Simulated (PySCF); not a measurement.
Predicted microwave data (PySCF, PBE0-D3(BJ)/def2-SVP geometry optimisation, gas phase) for one isomer of C6H8F2:

* Rotational constants: A = 3463, B = 1670, C = 1520 MHz
* Dipole components: |μa| = 1.68 D, |μb| = 0.00 D, |μc| = 1.20 D
* Inertial defect: -116.16 u·Å²
* κ: -0.85

Question: Which candidate fits, each taken in the one conformer that was computed?
A. `C1CC2(C(F)(F)C2)C1`
B. `[CH3:1][CH:2]=[C:3]=[CH:4][C:5]([CH3:6])([F:7])[F:8]` with C3–C4–C5–C6 2°
C. `[CH2:1]=[CH:2][C:3](=[CH2:4])[C@@H:5]([F:6])[CH2:7][F:8]` with C1–C2–C3–C4 177°, C2–C3–C5–F6 162°, C3–C5–C7–F8 170°
D. `[F:1][CH:2]([F:3])[C@@:4]12[CH2:5][CH2:6][C@@H:7]1[CH2:8]2` with F1–C2–C4–C5 72°

Answer: A. It is FC1(F)CC12CCC2, an asymmetric top, point group Cs. The candidates at the same level (rigid rotor, commonest isotopes):

```csv
SMILES,A (MHz),B (MHz),C (MHz),μa (D),μb (D),μc (D),Δ (u·Å²),point group,rotor
C=CC(=C)[C@@H](F)CF,2612,1572,1101,2.36,0.66,0.94,-55.91,C1,asymmetric top
CC=C=CC(C)(F)F,4230,981.8,966.1,2.82,0.61,0.95,-111.12,C1,near-prolate asymmetric top
FC(F)[C@@]12CC[C@@H]1C2,3696,1581,1432,1.84,0.70,0.85,-103.51,C1,asymmetric top
FC1(F)CC12CCC2,3463,1670,1520,1.68,0.00,1.20,-116.16,Cs,asymmetric top
```

`FC(F)[C@@]12CC[C@@H]1C2` has A 7 % too high; `CC=C=CC(C)(F)F` has B 41 % too low; `C=CC(=C)[C@@H](F)CF` has C 28 % too low. In the right answer the mirror of this Cs structure is the ac plane, so μb vanishes by symmetry. No structure here is proved a minimum.
